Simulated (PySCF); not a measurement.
What builds the third ionisation energy along the 5p block

All values are computed (PySCF 2.14, energy differences of UHF-based or UKS calculations, no spin-orbit coupling). Each column adds one step, in eV (sums use unrounded values): valence MP2, valence CCSD, valence triples, then the next inner shell at CCSD(T) (Sn 4s 4p 4d, Sb 4s 4p 4d, Te 4s 4p 4d, I 4s 4p 4d, Xe 4s 4p 4d). References (NIST) marked * lie between the lowest fine-structure levels; the others compare directly ((s) semi-empirical, (t) theoretical).

```csv
element,UHF,+ MP2,+ CCSD,+ (T),+ inner shell,sum,reference
"Sn [Kr] 4d10 5s2 → [Kr] 4d10 5s1 (aug-cc-pwCVDZ-PP with ECP28MDF, ECP)",28.538,0.646,0.276,0.000,0.751,30.211,30.506
"Sb [Kr] 4d10 5s2 5p1 → [Kr] 4d10 5s2 (aug-cc-pwCVDZ-PP with ECP28MDF, ECP)",24.117,0.162,0.078,0.012,0.094,24.461,25.323 *
"Te [Kr] 4d10 5s2 5p2 → [Kr] 4d10 5s2 5p1 (aug-cc-pwCVDZ-PP with ECP28MDF, ECP)",26.933,0.248,0.032,0.008,0.089,27.309,27.84 ± 0.04 *
"I [Kr] 4d10 5s2 5p3 → [Kr] 4d10 5s2 5p2 (aug-cc-pwCVDZ-PP with ECP28MDF, ECP)",29.813,0.325,-0.038,0.006,0.085,30.190,29.57 ± 0.025 *
"Xe [Kr] 4d10 5s2 5p4 → [Kr] 4d10 5s2 5p3 (aug-cc-pwCVDZ-PP with ECP28MDF, ECP)",29.272,0.394,0.029,0.011,0.099,29.805,31.05 ± 0.04 (s) *
```

Double-zeta sets recover only part of the correlation energy.

What remains against the references is mostly basis incompleteness and, for starred values, spin-orbit coupling.

Q: What share of the correlation contribution for Xe comes from the inner shell?

A: The four steps add to 0.533 eV, of which the inner shell gives 0.099 eV, or 19 %.
